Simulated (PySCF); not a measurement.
# Circular dichroism: `C[AsH][C@H](C)C(C)=O`, C5H11AsO

Molfile (atoms numbered from 1):
```
C5H11AsO
     RDKit          3D

 18 17  0  0  0  0  0  0  0  0999 V2000
    2.1264    0.3866    1.3120 C   0  0  0  0  0  0  0  0  0  0  0  0
    1.6215    0.9739   -0.5003 As  0  0  0  0  0  3  0  0  0  0  0  0
   -0.0292   -0.1568   -0.6425 C   0  0  2  0  0  0  0  0  0  0  0  0
   -0.6031   -0.0768   -2.0576 C   0  0  0  0  0  0  0  0  0  0  0  0
   -0.9868    0.4739    0.3215 C   0  0  0  0  0  0  0  0  0  0  0  0
   -1.8998   -0.4520    1.0787 C   0  0  0  0  0  0  0  0  0  0  0  0
   -0.9939    1.6732    0.4811 O   0  0  0  0  0  0  0  0  0  0  0  0
    3.1711    0.6268    1.5060 H   0  0  0  0  0  0  0  0  0  0  0  0
    1.5163    0.9177    2.0421 H   0  0  0  0  0  0  0  0  0  0  0  0
    1.9837   -0.6858    1.4422 H   0  0  0  0  0  0  0  0  0  0  0  0
    2.4807   -0.0697   -1.1898 H   0  0  0  0  0  0  0  0  0  0  0  0
    0.1592   -1.2044   -0.3818 H   0  0  0  0  0  0  0  0  0  0  0  0
    0.1403   -0.4141   -2.7810 H   0  0  0  0  0  0  0  0  0  0  0  0
   -1.4943   -0.6974   -2.1578 H   0  0  0  0  0  0  0  0  0  0  0  0
   -0.8666    0.9547   -2.2905 H   0  0  0  0  0  0  0  0  0  0  0  0
   -1.3026   -1.0336    1.7806 H   0  0  0  0  0  0  0  0  0  0  0  0
   -2.6456    0.1147    1.6302 H   0  0  0  0  0  0  0  0  0  0  0  0
   -2.3860   -1.1445    0.3951 H   0  0  0  0  0  0  0  0  0  0  0  0
  1  2  1  0
  2  3  1  0
  3  4  1  0
  3  5  1  0
  5  6  1  0
  5  7  2  0
  1  8  1  0
  1  9  1  0
  1 10  1  0
  2 11  1  0
  3 12  1  1
  4 13  1  0
  4 14  1  0
  4 15  1  0
  6 16  1  0
  6 17  1  0
  6 18  1  0
M  END
```

Computed, not measured: TDDFT wB97X-D/def2-SVPD circular dichroism and optical rotation, one conformer, gas phase (PySCF). Geometry: GFN2-xTB.

The molecule is flexible and this is one conformer; a measurement averages over conformers. The calculation is non-relativistic, which matters for the atoms heavier than Zn.

Task: Assign R or S to each stereocentre.

Result: C3 R.

Task: List the lowest 8 singlet excitations with oscillator and rotatory strengths.

Result: Rotatory strengths R in 10⁻⁴⁰ esu² cm², velocity form and length form (origin at the centre of mass); f in length form.
| state | E (eV) | λ (nm) | f | R (velocity) | R (length) | main |
| --- | --- | --- | --- | --- | --- | --- |
| 1 | 4.41 | 281 | 0.003 | -11.6 | -10.5 | HOMO−1→LUMO 0.56, HOMO→LUMO 0.36 |
| 2 | 5.67 | 219 | 0.047 | +28.7 | +28.6 | HOMO→LUMO 0.60, HOMO−1→LUMO 0.34 |
| 3 | 6.46 | 192 | 0.079 | +17.1 | +16.9 | HOMO→LUMO+2 0.48, HOMO→LUMO+1 0.36 |
| 4 | 6.66 | 186 | 0.021 | -22.2 | -22.1 | HOMO→LUMO+1 0.34, HOMO−2→LUMO 0.18 |
| 5 | 6.89 | 180 | 0.052 | +48.1 | +47.0 | HOMO−2→LUMO 0.65, HOMO→LUMO+2 0.14 |
| 6 | 7.20 | 172 | 0.185 | -45.8 | -45.1 | HOMO→LUMO+4 0.60 |
| 7 | 7.41 | 167 | 0.011 | +6.1 | +5.3 | HOMO−1→LUMO+1 0.40, HOMO→LUMO+3 0.19 |
| 8 | 7.64 | 162 | 0.007 | -3.7 | -3.7 | HOMO−1→LUMO+2 0.59, HOMO−1→LUMO+1 0.22 |

Among the states computed, the strongest CD band (largest |R|) is state 5. The largest dissymmetry factor in size, g = 4R/(D+G), with D and G the electric and magnetic dipole strengths, is -0.025 for state 1 (velocity form, f = 0.003), among bands with |R| over 0.5. The mirror image has the same energies and oscillator strengths and all R with the opposite sign.
